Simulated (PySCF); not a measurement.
2,4-dimethyl-2-pentene, C₇H₁₄.
Atom-mapped SMILES: `[CH3:1][C:2]([CH3:3])=[CH:4][CH:5]([CH3:6])[CH3:7]` (hydrogens: H8, H9, H10 on C1; H11, H12, H13 on C3; H14 on C4; H15 on C5; H16, H17, H18 on C6; H19, H20, H21 on C7)

Method used: PySCF 2.14.0, PBE0-D3(BJ)/def2-SVP geometry optimisation, gas phase.

**Question.** List the bond lengths, angles and torsions at this level.

**Answer.** 
```json
{"bond": "C1–C2", "length (pm)": "150.1", "order": "single"}
{"bond": "C2–C3", "length (pm)": "150.0", "order": "single"}
{"bond": "C2=C4", "length (pm)": "134.3", "order": "double"}
{"bond": "C4–C5", "length (pm)": "150.1", "order": "single"}
{"bond": "C5–C6, C5–C7", "length (pm)": "152.9", "order": "single"}
{"bond": "C1–H8, C1–H9, C1–H10", "length (pm)": "110.2", "order": "single"}
{"bond": "C3–H11, C3–H12, C3–H13", "length (pm)": "110.2", "order": "single"}
{"bond": "C4–H14", "length (pm)": "110.0", "order": "single"}
{"bond": "C5–H15", "length (pm)": "110.3", "order": "single"}
{"bond": "C6–H16 and 5 like bonds", "length (pm)": "110.2", "order": "single"}
```

Bonds in one row agree within 1 pm and their mean is given. Orders are formal, as drawn. A selection of angles:
```json
{"angle": "C2–C1–H8", "degrees": "111.0"}
{"angle": "H8–C1–H9", "degrees": "106.3"}
{"angle": "H8–C1–H10", "degrees": "108.2"}
{"angle": "C1–C2–C3", "degrees": "114.4"}
{"angle": "C1–C2–C4", "degrees": "120.9"}
{"angle": "C3–C2–C4", "degrees": "124.7"}
{"angle": "C2–C3–H11", "degrees": "110.6"}
{"angle": "C2–C3–H12", "degrees": "113.4"}
{"angle": "H11–C3–H12", "degrees": "107.9"}
{"angle": "H11–C3–H13", "degrees": "106.3"}
{"angle": "C2–C4–C5", "degrees": "128.7"}
{"angle": "C2–C4–H14", "degrees": "117.1"}
{"angle": "C5–C4–H14", "degrees": "114.2"}
{"angle": "C4–C5–C6", "degrees": "110.5"}
{"angle": "C4–C5–H15", "degrees": "109.2"}
{"angle": "C6–C5–C7", "degrees": "111.0"}
{"angle": "C6–C5–H15", "degrees": "107.8"}
{"angle": "C5–C6–H16", "degrees": "111.2"}
{"angle": "H16–C6–H17", "degrees": "107.6"}
```

Dihedral angles: C1–C2–C4–C5 180° (antiperiplanar); C2–C4–C5–C6 119° (anticlinal).

The 6 C–C bonds span 1.343 Å (C2=C4, drawn double) to 1.529 Å (C5–C7, drawn single), a spread of 0.186 Å. Of the pairs four or more bonds apart, H12···H15 is among the closest relative to their van der Waals radii: 1.97 Å, 82 % of the sum of Bondi's values.

Point group: Cs (every atom within 0.08 Å of its image). Not checked by PBE0-D3(BJ)/def2-SVP frequencies. One conformer, not necessarily the lowest.

The run took 96 s of wall time on Arm Neoverse V1, one thread, no GPU, shared host. These figures are those of the optimisation.
